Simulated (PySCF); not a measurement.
# From a computed spectrum to the compound

A species of 4 atoms with charge 0 has these harmonic modes (PBE0, small Gaussian bases with core potentials, PySCF 2.14.0):

```
cm⁻¹  km/mol  symmetry
 145    29.1        a'
 400   139.9        a'
 491   175.4       a''
 556   121.4        a'
 798   198.5        a'
3945    88.8        a'
```

Problem. Which species is it, and in which structure?

Solution. CeO(OH) (singlet in the valence; each metal's 4f electrons, 1 of them, lie in its core potential, out of spins and levels):
```xyz
4

Ce    0.0815   -0.0135   -0.2171
O     1.3505    0.0597    1.1972
O    -1.9156    0.0517    0.6091
H    -2.3515    0.1059    1.4638
```
Ideal gas at 298.15 K and 1 bar: S = 303.1 J/(mol K), Cp = 60.2 J/(mol K), H − H(0 K) = 13.7 kJ/mol (rigid rotor, harmonic modes, spin degeneracy alone, that of the 4f electrons in the core included). An lcecp potential fixes the number of 4f electrons, so in runs with it no electron can move into or out of that shell.
 The answer isn't unique; the calculation gave this one.
